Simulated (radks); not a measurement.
Question: All-electron atom: As I in [Ar] 3d10 4s2 4p(up 2.25, down 0.75) (fractional occupations, a model configuration). Method: non-relativistic Kohn-Sham, PBE, spin-polarised, spherical densities, point nucleus; computed with a radial shooting solver on a logarithmic mesh with Libxc functionals. Some entries of the table are withheld. Estimate them.

| orbital | occ. | eigenvalue (hartree) | <1/r> (bohr^-1) |
|---|---|---|---|
| 1s up | 1 | -424.0718 | 32.50 |
| 1s down | 1 | -424.0698 | 32.50 |
| 2s up | 1 | -53.17309 | 7.162 |
| 2s down | 1 | -53.17220 | 7.162 |
| 2p up | 3 | -47.54967 | 7.136 |
| 2p down | 3 | -47.54785 | 7.136 |
| 3s up | 1 | -6.75711 | 2.328 |
| 3s down | 1 | -6.75442 | 2.328 |
| 3p up | 3 | -4.85888 | 2.209 |
| 3p down | 3 | -4.85578 | 2.209 |
| 3d up | 5 | -1.53221 | (1) |
| 3d down | 5 | -1.52751 | (2) |
| 4s up | 1 | (3) | 0.6644 |
| 4s down | 1 | (4) | 0.6682 |
| 4p up | 2.25 | -0.20911 | (5) |
| 4p down | 0.75 | -0.16794 | (6) |

Answer: 
(1) 3d up <1/r> (bohr^-1): 1.912
(2) 3d down <1/r> (bohr^-1): 1.915
(3) 4s up eigenvalue (hartree): -0.53350
(4) 4s down eigenvalue (hartree): -0.49173
(5) 4p up <1/r> (bohr^-1): 0.5163
(6) 4p down <1/r> (bohr^-1): 0.5081
